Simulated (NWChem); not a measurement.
Species: C₂H₆Si; SMILES C=C[SiH3]

Program: NWChem. Coordinates come from a PBE0/def2-SVP optimisation. B3LYP is NWChem's, with the RPA form of VWN correlation. Core excitations by TDA in a window of 1s orbitals, non-relativistic and unshifted: absolute energies depend strongly on the exact-exchange share.

Q: Estimate the computed values for Si K edge, B3LYP/def2-TZVP. Quantities: first 1s excitation (eV); dipole oscillator strength of the first; first state with f > 0.002 (eV); dipole oscillator strength of that state.

A: The first 1s excitation (eV) is 1796.8 and the dipole oscillator strength of the first is 0.0005. The first state with f > 0.002 (eV) comes out as 1798.2 and the dipole oscillator strength of that state is 0.0024.
